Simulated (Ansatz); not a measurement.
Isolated molecules relaxed with PBE0-D4/def2-TZVP in Ansatz; ΔE leaves out vibrations. CCSD(T)/CBS is the MP2 limit (def2-TZVPP, def2-QZVPP) plus CCSD(T) − MP2 in def2-TZVPP, frozen cores. Elements past krypton have def2 core potentials. For Sn outer-core shells are correlated without core-valence functions, which leaves a few kJ/mol of doubt a bond. One conformer a species, not always the lowest.

`[CH3][SnH3]` + `CCCCCCCS` → `SC[CH2][SnH3]` + `CCCCCC`  (formal exchange of groups at the Sn–C bond)

```
         level  ΔE (kcal/mol)
MP2/def2-QZVPP            2.4
CCSD/CBS(def2)            2.7
```

(1) What does CCSD(T)/CBS give? (Best estimate.)

Largest T1 diagnostic among the species: 0.012.

Answers

(1) Computed: +2.6 kcal/mol. The listed levels differ from it by -0.2, 0.1 kcal/mol.

In def2-TZVPP, CCSD(T) changes the Hartree–Fock value by −0.7 kcal/mol (the triples alone add −0.1 kcal/mol) and MP2 by −1.1 kcal/mol.
